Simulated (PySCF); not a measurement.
## Working out the ionisation energy of Co

Co [Ar] 3d7 4s2 (4F) → Co⁺ [Ar] 3d8 (3F). Computed with PySCF 2.14 in x2c-SVPall (5s3p3d1f, 36 functions), with scalar relativity by spin-free X2C-1e. Frozen: [Ar]. Energies in hartree (1 hartree = 27.21139 eV):

```json
{"part": "UHF", "Co (lower)": "-1391.640181", "Co⁺ (upper)": "-1391.337194"}
{"part": "MP2 opposite-spin", "Co (lower)": "-0.092798", "Co⁺ (upper)": "-0.115406"}
{"part": "MP2 same-spin", "Co (lower)": "-0.056327", "Co⁺ (upper)": "-0.073137"}
```

Problem. What does Hartree-Fock give?

Solution. (-1391.337194) − (-1391.640181) = 0.302987 hartree = 8.245 eV.

Problem. What do MP2 and SCS-MP2 (6/5 opposite-spin, 1/3 same-spin) give?

Solution. The opposite-spin parts differ by -0.615 eV and the same-spin parts by -0.457 eV. MP2: 8.245 + (-0.615) + (-0.457) = 7.173 eV. SCS-MP2: 8.245 + 1.2 × (-0.615) + (-0.457)/3 = 7.355 eV.

Measured between the centres of the two terms (NIST): 7.869 eV, so MP2 (valence) is off by -0.696 eV.

A double-zeta basis recovers only part of the correlation energy.

What remains against the reference includes basis incompleteness, the frozen core and correlation beyond second order.
